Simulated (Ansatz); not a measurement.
Ansatz (an electronic-structure program) input file for F₄Te, SMILES F[Te-](F)(F)F, charge -1, multiplicity 2, B3LYP-D3(BJ)/def2-SVPD. 

Ansatz 0.2 input:
```yaml
crystal:
  periodic: [false, false, false]
  atoms:
    - {symbol: Te, position_ang: [0.18005928, -0.36052769, -0.00000000]}
    - {symbol: F, position_ang: [-0.12743721, -0.19124157, 2.04416533]}
    - {symbol: F, position_ang: [-0.12743721, -0.19124155, -2.04416533]}
    - {symbol: F, position_ang: [0.73335668, 1.80759894, 0.00000001]}
    - {symbol: F, position_ang: [-1.51882477, 0.65793308, 0.00000000]}
basis:
  gaussian:
    orbitals: def2-SVPD
hamiltonian:
  xc: b3lyp
  dispersion: d3bj
total_charge: -1
magnetization: {spin_polarized: true, initial_magnetization: 1}
relax: {f_tol: 0.002, max_steps: 200}
```

Program output:

```
WARN ansatz: RAYON_NUM_THREADS=1 ignored (pool sized by the plan → 1); use --threads N
Functional definition: B3LYP
integrals: 0.11 GiB planned
1406 factors; integrals over basis functions are off by at most 1.9e-4 eV
mean field: 1.08 GiB planned
mean field evaluation 1: about -18154.3178 eV, gradient 2.8e1 eV
mean field evaluation 2: about -18140.6202 eV, gradient 6.8e1 eV
mean field evaluation 4: about -18157.6989 eV, gradient 4.7e0 eV
mean field evaluation 8: about -18157.8261 eV, gradient 9.2e-2 eV
mean field evaluation 16: about -18157.8261 eV, gradient 1.6e-4 eV
mean field -18157.82611816 eV, -667.2878020256 hartree, gradient 9.8e-6 eV, S^2 0.753926; 0 other end points of the search recorded, 0 dependent functions left out
the calculation of the forces begins
reference -18157.82639807 eV, -667.2878123124 hartree; 31, 30 occupied and 96, 97 virtual orbitals, 1406 factors
relax step   1: F+E_penalty+E_count = -18157.97403694 eV  Δ(F+E_penalty+E_count) = +0.000e0 eV  max|allowed force component| = 2.280e0 eV/Å  Δτ_max = 0.0000 Å  (36 SCF iters, accepted)
these checks for a lower state are left out or cut short: starts, cluster_reference, orbital_swaps, neighbouring_geometries, increment
integrals: 0.11 GiB planned
1406 factors; integrals over basis functions are off by at most 2.0e-4 eV
mean field: 1.08 GiB planned
mean field -18157.99257128 eV, -667.2939190652 hartree, gradient 1.2e-5 eV, S^2 0.752680; 0 other end points of the search recorded, 0 dependent functions left out
the calculation of the forces begins
reference -18157.99285748 eV, -667.2939295829 hartree; 31, 30 occupied and 96, 97 virtual orbitals, 1406 factors
relax step   2: F+E_penalty+E_count = -18158.13882825 eV  Δ(F+E_penalty+E_count) = -1.648e-1 eV  max|allowed force component| = 1.159e0 eV/Å  Δτ_max = 0.1949 Å  (44 SCF iters, accepted)
these checks for a lower state are left out or cut short: starts, cluster_reference, orbital_swaps, neighbouring_geometries, increment
integrals: 0.11 GiB planned
1406 factors; integrals over basis functions are off by at most 1.8e-4 eV
mean field: 1.08 GiB planned
mean field evaluation 32: about -18158.0362 eV, gradient 1.3e-1 eV
mean field -18158.09367088 eV, -667.2976344068 hartree, gradient 2.9e-5 eV, S^2 0.752710; 0 other end points of the search recorded, 0 dependent functions left out
the calculation of the forces begins
reference -18158.09395469 eV, -667.2976448368 hartree; 31, 30 occupied and 96, 97 virtual orbitals, 1406 factors
relax step   3: F+E_penalty+E_count = -18158.24091300 eV  Δ(F+E_penalty+E_count) = -1.021e-1 eV  max|allowed force component| = 3.404e-1 eV/Å  Δτ_max = 0.0912 Å  (36 SCF iters, accepted)
these checks for a lower state are left out or cut short: starts, cluster_reference, orbital_swaps, neighbouring_geometries, increment
integrals: 0.11 GiB planned
1406 factors; integrals over basis functions are off by at most 1.7e-4 eV
mean field: 1.08 GiB planned
mean field -18158.11531538 eV, -667.2984298275 hartree, gradient 1.7e-5 eV, S^2 0.752599; 0 other end points of the search recorded, 0 dependent functions left out
the calculation of the forces begins
reference -18158.11559816 eV, -667.2984402194 hartree; 31, 30 occupied and 96, 97 virtual orbitals, 1406 factors
relax step   4: F+E_penalty+E_count = -18158.26307494 eV  Δ(F+E_penalty+E_count) = -2.216e-2 eV  max|allowed force component| = 2.010e-1 eV/Å  Δτ_max = 0.0663 Å  (37 SCF iters, accepted)
these checks for a lower state are left out or cut short: starts, cluster_reference, orbital_swaps, neighbouring_geometries, increment
integrals: 0.11 GiB planned
1406 factors; integrals over basis functions are off by at most 1.7e-4 eV
mean field: 1.08 GiB planned
mean field -18158.12506043 eV, -667.2987879515 hartree, gradient 2.6e-5 eV, S^2 0.752537; 0 other end points of the search recorded, 0 dependent functions left out
the calculation of the forces begins
reference -18158.12534307 eV, -667.2987983385 hartree; 31, 30 occupied and 96, 97 virtual orbitals, 1406 factors
relax step   5: F+E_penalty+E_count = -18158.27298564 eV  Δ(F+E_penalty+E_count) = -9.911e-3 eV  max|allowed force component| = 4.662e-2 eV/Å  Δτ_max = 0.0466 Å  (37 SCF iters, accepted)
these checks for a lower state are left out or cut short: starts, cluster_reference, orbital_swaps, neighbouring_geometries, increment
integrals: 0.11 GiB planned
1406 factors; integrals over basis functions are off by at most 1.7e-4 eV
mean field: 1.08 GiB planned
mean field -18158.12532502 eV, -667.2987976752 hartree, gradient 1.3e-5 eV, S^2 0.752544; 0 other end points of the search recorded, 0 dependent functions left out
the calculation of the forces begins
reference -18158.12560778 eV, -667.2988080664 hartree; 31, 30 occupied and 96, 97 virtual orbitals, 1406 factors
relax step   6: F+E_penalty+E_count = -18158.27319536 eV  Δ(F+E_penalty+E_count) = -2.097e-4 eV  max|allowed force component| = 1.081e-2 eV/Å  Δτ_max = 0.0041 Å  (32 SCF iters, accepted)
these checks for a lower state are left out or cut short: starts, cluster_reference, orbital_swaps, neighbouring_geometries, increment
integrals: 0.11 GiB planned
1406 factors; integrals over basis functions are off by at most 1.7e-4 eV
mean field: 1.08 GiB planned
mean field evaluation 64: about -18158.1254 eV, gradient 2.1e-5 eV
mean field -18158.12535110 eV, -667.2987986337 hartree, gradient 3.4e-5 eV, S^2 0.752544; 0 other end points of the search recorded, 0 dependent functions left out
the calculation of the forces begins
reference -18158.12563390 eV, -667.2988090261 hartree; 31, 30 occupied and 96, 97 virtual orbitals, 1406 factors
relax step   7: F+E_penalty+E_count = -18158.27320341 eV  Δ(F+E_penalty+E_count) = -8.045e-6 eV  max|allowed force component| = 2.720e-3 eV/Å  Δτ_max = 0.0010 Å  (27 SCF iters, accepted)
these checks for a lower state are left out or cut short: starts, cluster_reference, orbital_swaps, neighbouring_geometries, increment
integrals: 0.11 GiB planned
1406 factors; integrals over basis functions are off by at most 1.7e-4 eV
mean field: 1.08 GiB planned
mean field -18158.12535035 eV, -667.2987986060 hartree, gradient 1.6e-5 eV, S^2 0.752544; 0 other end points of the search recorded, 0 dependent functions left out
the calculation of the forces begins
reference -18158.12563314 eV, -667.2988089983 hartree; 31, 30 occupied and 96, 97 virtual orbitals, 1406 factors
relax step   8: F+E_penalty+E_count = -18158.27320401 eV  Δ(F+E_penalty+E_count) = -6.034e-7 eV  max|allowed force component| = 5.141e-4 eV/Å  Δτ_max = 0.0002 Å  (26 SCF iters, accepted)
integrals: 0.11 GiB planned
1406 factors; integrals over basis functions are off by at most 1.7e-4 eV
mean field: 1.08 GiB planned
mean field -18158.12535035 eV, -667.2987986060 hartree, gradient 1.6e-5 eV, S^2 0.752544; 1 other end points of the search recorded, 0 dependent functions left out
the calculation of the forces begins
reference -18158.12563314 eV, -667.2988089983 hartree; 31, 30 occupied and 96, 97 virtual orbitals, 1406 factors
Total energy: -18158.27348680 eV, -667.3042425200 hartree
Atom 0 at     0.072580    -0.284325    -0.000000 Å, force    -0.000216     0.000514     0.000000 eV/Å
Atom 1 at     0.032411    -0.181033     2.050459 Å, force     0.000045    -0.000080    -0.000110 eV/Å
Atom 2 at     0.032411    -0.181033    -2.050459 Å, force     0.000045    -0.000080     0.000110 eV/Å
Atom 3 at     0.687542     1.646010     0.000000 Å, force    -0.000199    -0.000285    -0.000000 eV/Å
Atom 4 at    -1.685229     0.722903    -0.000000 Å, force     0.000325    -0.000069     0.000000 eV/Å
Dipole moment:     0.273901    -0.704043    -0.000000 e Å
```

Self-consistency was reached.

Cost: about 50 core-seconds (a rough figure).
